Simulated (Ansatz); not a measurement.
Isolated molecules relaxed with PBE0-D4/def2-TZVP in Ansatz; ΔE leaves out vibrations. CBS: MP2 limit from def2 TZ/QZ plus the TZ coupled-cluster correction, frozen cores. Functionals use def2-TZVPP. B3LYP here is the variant with VWN-RPA as its local correlation; programs differ in this. Elements past krypton have def2 core potentials. For In, Sn outer-core shells are correlated without core-valence functions, which leaves a few kJ/mol of doubt a bond.

Reaction (substitution at a C–C bond): `C[C]1=[C](F)[SnH2]1` + `C[NH][InH2]` → `C[N](C)[InH2]` + `F[C]1=[CH][SnH2]1`

`C[C]1=[C](F)[SnH2]1`:

```xyz
10

C     1.491   -0.416   -0.622
C     0.221    0.028   -0.003
C    -0.191    0.893    0.909
F     0.477    1.761    1.671
Sn   -1.899   -0.059    0.211
H     1.651   -1.484   -0.458
H     1.474   -0.256   -1.703
H     2.343    0.129   -0.206
H    -2.640   -1.298    1.114
H    -2.927    0.701   -0.913
```

`C[NH][InH2]`:

```xyz
9

C     0.694   -0.501   -1.027
N     0.506    0.260    0.184
In   -1.187    0.509    1.240
H    -0.250   -0.960   -1.332
H     1.422   -1.315   -0.907
H     1.034    0.120   -1.868
H     1.355    0.702    0.500
H    -1.033    1.486    2.636
H    -2.541   -0.302    0.574
```

`C[N](C)[InH2]`:

Cartesian coordinates in Å:
```
C 1.046 0.821 -0.507
N -0.007 0.000 0.026
C -0.677 -0.762 -0.993
In -0.488 -0.077 1.985
H 1.539 1.391 0.284
H 1.816 0.219 -1.015
H 0.666 1.541 -1.250
H 0.016 -1.435 -1.523
H -1.472 -1.377 -0.565
H -1.132 -0.112 -1.757
H 0.474 0.933 2.976
H -1.782 -1.141 2.339
```

`F[C]1=[CH][SnH2]1`:

Z-matrix (Å, degrees):
```
Sn
C 1 2.082
C 1 2.121 2 36.6
H 1 1.699 2 120.9 3 100.3
H 1 1.699 2 120.9 3 -100.2
F 2 1.327 1 154.1 3 179.8
H 3 1.084 1 153.3 2 -179.8
```

| level | ΔE (kcal/mol) | difference from CCSD(T)/CBS |
| --- | --- | --- |
| PBE-D4 | 10.4 | 0.5 |
| r2SCAN-D4 | 10.4 | 0.5 |
| PBE0-D4 | 10.8 | 0.9 |
| B3LYP-D4 | 10.3 | 0.4 |
| ωB97X-V | 10.0 | 0.1 |
| ωB97M-V | 10.1 | 0.2 |
| B2PLYP | 10.5 | 0.6 |
| PBE | 10.8 | 0.9 |
| r2SCAN | 10.5 | 0.6 |
| PBE0 | 11.1 | 1.2 |
| B3LYP | 10.9 | 1.0 |
| HF/def2-TZVPP | 11.0 | 1.1 |
| MP2/def2-TZVPP | 10.4 | 0.5 |
| SCS-MP2/def2-TZVPP | 10.2 | 0.3 |
| CCSD/def2-TZVPP | 9.9 | 0.0 |
| CCSD(T)/def2-TZVPP | 9.6 | -0.3 |
| HF/def2-QZVPP | 11.0 | 1.1 |
| MP2/def2-QZVPP | 10.5 | 0.6 |
| SCS-MP2/def2-QZVPP | 10.4 | 0.5 |
| HF/CBS(def2) | 10.9 | 1.0 |
| MP2/CBS(def2) | 10.6 | 0.7 |
| CCSD/CBS(def2) | 10.1 | 0.2 |
| CCSD(T)/CBS | 9.9 | 0 |

Largest T1 diagnostic among the species: 0.017.
